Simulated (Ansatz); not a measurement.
A nudged elastic band was laid between two geometries of CH4BClSi (8 atoms, charge 0, multiplicity 1).

Method: RKS PBE/def2-mTZVP (Ansatz).

| Property | Result |
| --- | --- |
| movable images | 7 |
| climbing image | yes |
| spring | 5.0 eV/Å² |
| optimiser | quadratic models (default) |
| start path | through a guess of the saddle point |
| force threshold | 0.03 eV/Å |
| iteration limit | 60 |
| end points | relaxed |

First end point:

```xyz
8
Properties=species:S:1:pos:R:3
C -0.011 1.462 -0.310
B 0.227 -0.007 0.011
Si -0.205 -1.707 0.760
Cl -0.660 -3.048 -0.817
H -0.954 1.561 -0.882
H -0.168 2.046 0.616
H 0.793 1.939 -0.890
H 0.978 -2.246 1.514
```

Last end point:

```xyz
8
Properties=species:S:1:pos:R:3
C -0.051 1.453 -0.345
B 0.176 -0.038 -0.138
Si 0.145 -1.672 0.844
Cl -1.352 -2.931 0.028
H 0.232 1.825 -1.342
H -1.120 1.688 -0.179
H 0.499 2.039 0.415
H 1.472 -2.365 0.717
```

Question: What changes between the two ends?

Answer: No bond is made or broken.  The two ends are copies of one structure, up to a mirror image or an exchange of like atoms.

Question: Give the energies along the band, and the barrier.

Answer: The run converged. The highest image is number 4 of 0 to 8, 0.017 eV above the ends, which have the same energy within 2 meV. A vibrational analysis at the climbing image gives one clearly imaginary mode, 105i cm⁻¹: a first-order saddle point.

```json
{"image": "0", "path coordinate (Å)": "0.00", "energy (eV)": "0.000"}
{"image": "1", "path coordinate (Å)": "0.35", "energy (eV)": "0.001"}
{"image": "2", "path coordinate (Å)": "0.70", "energy (eV)": "0.006"}
{"image": "3", "path coordinate (Å)": "1.06", "energy (eV)": "0.013"}
{"image": "4", "path coordinate (Å)": "1.41", "energy (eV)": "0.017"}
{"image": "5", "path coordinate (Å)": "1.79", "energy (eV)": "0.013"}
{"image": "6", "path coordinate (Å)": "2.17", "energy (eV)": "0.005"}
{"image": "7", "path coordinate (Å)": "2.55", "energy (eV)": "0.001"}
{"image": "8", "path coordinate (Å)": "2.93", "energy (eV)": "0.000"}
```

Question: What is the geometry of the highest image?

Answer: 
```xyz
8
Properties=species:S:1:pos:R:3
C -0.068 1.465 -0.290
B 0.153 -0.016 -0.010
Si -0.020 -1.707 0.853
Cl -1.098 -3.014 -0.422
H -0.469 1.578 -1.315
H -0.744 1.988 0.404
H 0.901 1.996 -0.303
H 1.346 -2.290 1.083
```

Question: What are the harmonic wavenumbers there?

Answer: 105i, 67, 209, 276, 380, 486, 542, 686, 773, 833, 1171, 1316, 1392, 1396, 2118, 2938, 2990, 3020 cm⁻¹.

Time of the run: 71 s on 2 threads of AMD EPYC 7B13 (Zen 3) (shared host), peak memory 0.18 GiB.
